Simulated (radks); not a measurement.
Q: The table gives one normalised radial function P(r) = r R(r) of Kr2+ in [Ar] 3d10 4s2 4p4 (r in bohr). Method: scalar-relativistic Kohn-Sham, PBE, spin-polarised, spherical densities, finite nucleus; open shells are filled with parallel spins first; Fermi nuclear charge, rms radius 4.1884 fm; computed with a radial shooting solver on a logarithmic mesh with Libxc functionals.

| r | P |
|---|---|
| 0.00438 | 0.0001 |
| 0.006747 | 0.0003 |
| 0.01039 | 0.0009 |
| 0.01601 | 0.0029 |
| 0.02466 | 0.0094 |
| 0.03798 | 0.0292 |
| 0.05803 | 0.0829 |
| 0.08939 | 0.2169 |
| 0.1377 | 0.4896 |
| 0.2121 | 0.9023 |
| 0.3267 | 1.2743 |
| 0.4992 | 1.2905 |
| 0.769 | 0.8762 |
| 1.184 | 0.3620 |
| 1.824 | 0.0767 |
| 2.81 | 0.0061 |
| 4.294 | 0.0001 |
| 6.615 | 0.0000 |
| 10.19 | 0.0000 |

Which n and l does it have? It may be an empty orbital.

A: n = 3, l = 2: the number of nodes gives n - l - 1 = 0, the rise at small r (about r^(l+1)) gives l, and the extent must fit the shell. The curve is that of 3d down; the table hardly tells the two spins apart. 3d down: eigenvalue -106.58 eV, 0 radial nodes, <r> = 0.554 bohr, 90 % of the charge inside 0.906 bohr.
